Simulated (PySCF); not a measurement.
C2ClO2Pt (SMILES [O+]#[C-]->[Pt+]([Cl])<-[C-]#[O+]), charge +1, singlet, geometry from GFN2-xTB (such geometries of metal compounds can be far from the true shape) (the multiplicity is a formal guess) (core potentials on Pt). Base run: DF-BLYP/def2-SV(P) (PySCF).

Here is a job for PySCF.
```python
from pyscf import gto, scf, dft

mol = gto.Mole()
mol.atom = '''
    Pt   -0.100349   -0.078233    0.007090
    Cl   -1.702310   -1.327132    0.120268
    O     0.411658    2.551488   -1.398420
    C     0.315076    1.582711   -0.843089
    O     2.688103   -0.134894    1.179423
    C     1.679659   -0.027603    0.702162
'''
mol.basis = 'def2-sv(p)'
mol.ecp = {'Pt': 'def2-sv(p)'}
mol.charge = 1
mol.spin = 0
mol.verbose = 4
mol.symmetry = True
mol.build()

mf = dft.RKS(mol)
mf.xc = 'blyp'
mf = mf.density_fit(auxbasis='def2-universal-jkfit')
mf.kernel()
mf.analyze()
```

Each row names what was changed in the base input (with any setting that the change needs).

```csv
change,ΔE vs base (eV),point group used,SCF cycles,outcome
base,0.00,C2v,13,converged
symmetry_subgroup = C2,0.00,C2,13,converged
symmetry = off,0.00,C1,13,converged
irrep_nelec = A1:28 A2:4 B1:12 B2:18,11.84,C2v,19,converged
irrep_nelec = A1:30 A2:4 B1:8 B2:20,5.91,C2v,14,converged
irrep_nelec = A1:30 A2:6 B1:10 B2:16,-,-,21,not converged
symmetry_subgroup = Cs,0.00,Cs,13,converged
irrep_nelec = A1:30 A2:6 B1:8 B2:18,14.74,C2v,14,converged
```
